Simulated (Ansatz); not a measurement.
Coupled-cluster diagnostics for Au₂O (the lowest singlet isomer of a short search), Ansatz.

Geometry of the singlet (r2SCAN-D4/def2-TZVP):

```xyz
3

Au    1.014    1.167    0.099
Au   -0.559   -1.327    0.572
O    -0.455    0.160   -0.671
```

In the def2 sets Au takes a core potential; there is no spin–orbit coupling. Correlated methods freeze 1 core orbital; core or outer-core shells of Au are correlated, in sets that lack core-valence functions. The structure comes from a short search, and lower isomers may exist.

Problem. Estimate the CCSD(T) correlation energy, the shares of MP2 and (T), T1 and the reference's ⟨S²⟩ for: charge 0, singlet, own geometry in def2-TZVPP; and the rough time on 2 threads of Arm Neoverse V1 on a shared host.

Solution. 
```
                          state       basis  correlation (eV)  MP2 share (%)  (T) share (%)     T1  ⟨S²⟩ (pure)  wall time                  remarks
charge 0, singlet, own geometry  def2-TZVPP           -39.470          102.9            4.1  0.031  0.00 (0.00)       39 s  restricted SCF unstable
```
Customary marks for T1 are 0.02 (closed shells), 0.045 (open shells) and about 0.05 (3d metals). T1 exceeds 0.02 in 1 of 1 rows and 0.045 in 0; the higher it lies, the less the single-reference result can be trusted.
